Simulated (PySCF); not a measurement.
## Basis and Hamiltonian dependence of the excitation energy of Pb⁺

Pb⁺ [Xe] 4f14 5d10 6s2 6p1 (2P) → Pb⁺ [Xe] 4f14 5d10 6s1 6p1 7s1 (4P). Calculated with PySCF 2.14 from differences of total energies of unrestricted determinants, without spin-orbit coupling. Values in eV.

```csv
basis,Hamiltonian,functions,UHF,PBE,PBE0,MP2 (valence),CCSD(T) (valence)
aug-cc-pVTZ-PP with ECP60MDF,ECP,55,13.207,14.979,14.752,13.759,13.911
def2-TZVPPD with the def2 core potential (60 electrons),ECP,56,13.211,14.997,14.767,13.776,13.931
aug-cc-pVTZ-DK3,spin-free X2C,84,13.201,14.964,14.730,13.756,13.909
aug-cc-pVQZ-PP with ECP60MDF,ECP,92,13.199,14.964,14.738,13.808,13.941
ANO-RCC-VTZP,spin-free X2C,93,15.311,16.539,16.400,15.854,15.985
"aug-cc-pVQZ-PP with one added diffuse shell each of s, p, d, f, g type with ECP60MDF",ECP,117,13.197,14.963,14.737,13.806,n/a
aug-cc-pVQZ-DK3,spin-free X2C,118,13.190,n/a,n/a,13.796,13.929
aug-cc-pwCVTZ-DK3,spin-free X2C,125,13.187,14.959,14.723,13.780,13.920
```

Frozen in the all-electron rows: valence: [Xe] 4f14 5d10; with a core potential, the same shells as far as they lie outside it.

At CCSD(T) (valence), ANO-RCC-VTZP lies more than 0.3 eV from the median of the rows with comparable relativity. Of these, ANO-RCC-VTZP has no diffuse functions of the l that the added or promoted electron needs.
